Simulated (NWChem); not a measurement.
All runs are NWChem calculations. System: ClGa, charge 0, spin multiplicity 1, displaced from the optimised geometry. The structure started from a generated list of species. Level: BP86/def2-TZVP.

NWChem printed:

```
             Northwest Computational Chemistry Package (NWChem) 7.3.0
             --------------------------------------------------------

                                NWChem Input Module
                                -------------------

 Scaling coordinates for geometry "geometry" by  1.889725989
 (inverse scale =  0.529177249)

 Turning off AUTOSYM since
 SYMMETRY directive was detected!

                             Geometry "geometry" -> ""
                             -------------------------

 Output coordinates in angstroms (scale by  1.889725989 to convert to a.u.)

  No.       Tag          Charge          X              Y              Z
 ---- ---------------- ---------- -------------- -------------- --------------
    1 Ga                  31.0000     0.00000000     0.00000000    -0.80706300
    2 Cl                  17.0000     0.00000000     0.00000000     1.47170300

 Effective nuclear repulsion energy (a.u.)     122.3804507452

            Nuclear Dipole moment (a.u.)
            ----------------------------
        X                 Y               Z
 ---------------- ---------------- ----------------
     0.0000000000     0.0000000000    -0.0000037795

      Symmetry information
      --------------------

 Group name             C2v
 Group number             16
 Group order               4
 No. of unique centers     2

      Symmetry unique atoms

     1    2


 Summary of "ao basis" -> "" (spherical)
 ------------------------------------------------------------------------------
       Tag                 Description            Shells   Functions and Types
 ---------------- ------------------------------  ------  ---------------------
 *                         def2-tzvp                  on all atoms

  perdew86 is a nonlocal functional; adding perdew81 local functional.

                                 NWChem DFT Module
                                 -----------------

 Summary of "ao basis" -> "ao basis" (spherical)
 ------------------------------------------------------------------------------
       Tag                 Description            Shells   Functions and Types
 ---------------- ------------------------------  ------  ---------------------
 Ga                        def2-tzvp                16       48   6s5p4d1f
 Cl                        def2-tzvp                13       37   5s5p2d1f

 Summary of "ao basis" -> "ao basis" (spherical)
 ------------------------------------------------------------------------------
[...]
           0.000000000000           0.000000000000           0.000000000000

     Multipole analysis of the density
     ---------------------------------

     L   x y z        total         alpha         beta         nuclear
     -   - - -        -----         -----         ----         -------
     0   0 0 0     -0.000000    -24.000000    -24.000000     48.000000

     1   1 0 0      0.000000      0.000000      0.000000      0.000000
     1   0 1 0      0.000000      0.000000      0.000000      0.000000
     1   0 0 1     -1.047577     -0.523787     -0.523787     -0.000004

     2   2 0 0    -20.401176    -10.200588    -10.200588      0.000000
     2   1 1 0     -0.000000     -0.000000     -0.000000      0.000000
     2   1 0 1      0.000000      0.000000      0.000000      0.000000
     2   0 2 0    -20.401176    -10.200588    -10.200588      0.000000
     2   0 1 1      0.000000      0.000000      0.000000      0.000000
     2   0 0 2    -23.726273   -113.660497   -113.660497    203.594720

            General Information
            -------------------
          SCF calculation type: DFT
          Wavefunction type:  closed shell.
          No. of atoms     :     2
          No. of electrons :    48
           Alpha electrons :    24
            Beta electrons :    24
          Charge           :     0
          Spin multiplicity:     1
          Use of symmetry is: on ; symmetry adaption is: on
          Maximum number of iterations: 100
          AO basis - number of functions:    85
                     number of shells:    29
          Convergence on energy requested:  1.00D-06
          Convergence on density requested:  1.00D-05
          Convergence on gradient requested:  5.00D-04

              XC Information
              --------------
                    Becke 1988 Exchange Functional  1.000
                Perdew 1981 Correlation Functional  1.000 local
                Perdew 1986 Correlation Functional  1.000 non-local

             Grid Information
             ----------------
          Grid used for XC integration:  medium
          Radial quadrature: Mura-Knowles
          Angular quadrature: Lebedev.
          Tag              B.-S. Rad. Rad. Pts. Rad. Cut. Ang. Pts.
          ---              ---------- --------- --------- ---------
          Ga                  1.30      112           8.0       590
          Cl                  1.00       88           9.0       590
          Grid pruning is: on
          Number of quadrature shells:   200
          Spatial weights used:  Erf1

          Convergence Information
          -----------------------
          Convergence aids based upon iterative change in
          total energy or number of iterations.
          Levelshifting, if invoked, occurs when the
          HOMO/LUMO gap drops below (HL_TOL):  1.00D-02
          DIIS, if invoked, will attempt to extrapolate
          using up to (NFOCK): 10 stored Fock matrices.

                    Damping( 0%)  Levelshifting(0.5)       DIIS
                  --------------- ------------------- ---------------
          dE  on:    start            ASAP                start
          dE off:    2 iters        100 iters           100 iters

      Screening Tolerance Information
      -------------------------------
          Density screening/tol_rho:  1.00D-10
          AO Gaussian exp screening on grid/accAOfunc:  14
          CD Gaussian exp screening on grid/accCDfunc:  20
          XC Gaussian exp screening on grid/accXCfunc:  20
          Schwarz screening/accCoul:  1.00D-08

                            NWChem DFT Gradient Module
                            --------------------------

  charge          =   0.00
  wavefunction    = closed shell

  Using symmetry

                         DFT ENERGY GRADIENTS

    atom               coordinates                        gradient
                 x          y          z           x          y          z
   1 Ga      0.000000   0.000000  -1.525128    0.000000   0.000000  -0.007789
   2 Cl      0.000000   0.000000   2.781115    0.000000   0.000000   0.007789

                 ----------------------------------------
                 |  Time  |  1-e(secs)   |  2-e(secs)   |
                 ----------------------------------------
                 |  CPU   |       0.01   |       3.99   |
                 ----------------------------------------
                 |  WALL  |       0.01   |       3.99   |
                 ----------------------------------------

 Task  times  cpu:        6.3s     wall:        6.3s

 Total times  cpu:        6.4s     wall:        6.4s
```

**Question.** Write an NWChem input that would produce this output.

**Answer.** Several could match; the one computed here: 
```
start mol
memory heap 200 mb stack 900 mb global 1100 mb
geometry units angstroms nocenter noautoz
  Ga     0.000000     0.000000    -0.807063
  Cl     0.000000     0.000000     1.471703
  symmetry group C2v
end
basis spherical
  * library def2-tzvp
end
dft
  xc becke88 perdew86
  semidirect memsize 60000000 filesize 0
  iterations 100
  grid medium
end
task dft gradient
```
